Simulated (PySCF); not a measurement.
# What builds the first ionisation energy along group 11

All values are computed (PySCF 2.14, energy differences of UHF-based or UKS calculations, no spin-orbit coupling). Each column adds one step, in eV (sums use unrounded values): valence MP2, valence CCSD, valence triples, then the next inner shell at CCSD(T) (Cu 3s 3p, Ag 4s 4p, Au 5s 5p). References (NIST) marked * lie between the lowest fine-structure levels; the others compare directly ((s) semi-empirical, (t) theoretical).

```json
{"element": "Cu [Ar] 3d10 4s1 → [Ar] 3d10 (def2-TZVPPD, non-relativistic)", "UHF": "6.441", "+ MP2": "0.852", "+ CCSD": "-0.126", "+ (T)": "0.113", "+ inner shell": "0.019", "sum": "7.299", "reference": "7.726"}
{"element": "Ag [Kr] 4d10 5s1 → [Kr] 4d10 (def2-TZVPPD with the def2 core potential (28 electrons), ECP)", "UHF": "6.359", "+ MP2": "0.951", "+ CCSD": "-0.125", "+ (T)": "0.069", "+ inner shell": "0.096", "sum": "7.351", "reference": "7.576"}
{"element": "Au [Xe] 4f14 5d10 6s1 → [Xe] 4f14 5d10 (def2-TZVPPD with the def2 core potential (60 electrons), ECP)", "UHF": "7.685", "+ MP2": "1.382", "+ CCSD": "-0.229", "+ (T)": "0.085", "+ inner shell": "0.112", "sum": "9.035", "reference": "9.226"}
```

What remains against the references is mostly basis incompleteness.

These are valence bases, so the inner-shell step is incomplete.
